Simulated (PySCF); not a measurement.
Compound: C₄H₉NO₃Si.
Z-matrix (Å and degrees, GFN2-xTB geometry), rows numbered from 1:
```
N 
C   1  1.3503
O   2  1.2146  1  122.32
Si  2  1.9143  1  116.22  3  -179.63
C   4  1.9050  2  122.34  1    69.69
C   5  1.5318  4   84.01  2  -113.68
C   6  1.5254  5  113.67  4  -109.21
O   7  1.4010  6  111.92  5    55.66
O   6  1.4362  5  100.19  4     7.46
H   1  1.0046  2  120.61  3  -172.71
H   1  1.0093  2  119.58  3    -4.09
H   4  1.4586  2  110.83  1  -147.58
H   5  1.0852  4  118.38  2    -0.59
H   5  1.0839  4  116.83  2   133.57
H   6  1.0932  5  114.70  4   123.59
H   7  1.0992  6  109.17  5   178.63
H   7  1.0922  6  109.36  5   -62.33
H   8  0.9640  7  107.63  6    61.49
```

NICS is the negative of the GIAO shielding at a point without a nucleus: at the ring centre (0) and 1 Å above and below it (1); zz is the component along the ring normal. Level: GIAO PBE0/pcSseg-1 (PySCF, non-relativistic, gas phase) on the GFN2-xTB geometry, one conformer.

Ring bond lengths (Å), with Mayer bond orders in brackets: Si4–C5 1.905 (0.93), C5–C6 1.532 (0.97), C6–O9 1.436 (0.86), O9–Si4 1.672 (0.94).

Question: What do the NICS probes read (ppm)?

Answer: 
| ring | type | NICS(0) | NICS(1), two faces | NICS(1)zz, two faces | rms pucker (Å) | centre to ring atoms, mean (Å) |
| --- | --- | --- | --- | --- | --- | --- |
| Si4–C5–C6–O9 | 4-membered ring with O and Si; formal bonds all single | -2.7 | -0.2 / -1.3 | 2.6 / -2.1 | 0.05 | 1.15 |

Question: What can be read from them?

Answer: 
- Si4–C5–C6–O9: mean NICS(1)zz 0.3 ppm, near zero. Si4, C5, C6 have four or more neighbours, and the NICS criterion for π rings isn't applied. The two faces differ by 4.7 ppm, so no symmetry operation interchanges them.

Question: At the first NICS(1) probe listed for ring Si4–C5–C6–O9, 1 Å off the ring, how large is the induced field along the normal in 11.7 T applied along it?

Answer: NICSzz × B0 = 2.6 ppm × 11.7 T = 30 μT, along the applied field.

Question: What are the shieldings of the ring atoms and their hydrogens in the same run (means over atoms taken as equivalent)?

Answer: 
```json
{"atoms": "Si4", "environment": "oxygen-bound silicon", "σ isotropic (ppm)": "349.5", "principal values of the symmetric part, first atom (ppm)": "297.7, 358.6, 392.3"}
{"atoms": "C5", "environment": "sp3 carbon bound to silicon", "σ isotropic (ppm)": "161.9", "principal values of the symmetric part, first atom (ppm)": "122.6, 170.1, 193.0"}
{"atoms": "C6", "environment": "sp3 carbon bound to oxygen", "σ isotropic (ppm)": "103.8", "principal values of the symmetric part, first atom (ppm)": "83.0, 88.7, 139.8"}
{"atoms": "O9", "environment": "silyl ether oxygen", "σ isotropic (ppm)": "259.3", "principal values of the symmetric part, first atom (ppm)": "195.8, 258.3, 323.8"}
{"atoms": "H12", "environment": "Si–H hydrogen", "σ isotropic (ppm)": "26.20", "principal values of the symmetric part, first atom (ppm)": "22.3, 25.6, 30.7"}
{"atoms": "H13", "environment": "methylene hydrogen", "σ isotropic (ppm)": "29.33", "principal values of the symmetric part, first atom (ppm)": "26.3, 27.3, 34.4"}
{"atoms": "H14", "environment": "methylene hydrogen", "σ isotropic (ppm)": "29.30", "principal values of the symmetric part, first atom (ppm)": "25.1, 28.5, 34.3"}
{"atoms": "H15", "environment": "methine hydrogen", "σ isotropic (ppm)": "26.94", "principal values of the symmetric part, first atom (ppm)": "24.4, 25.5, 30.9"}
```
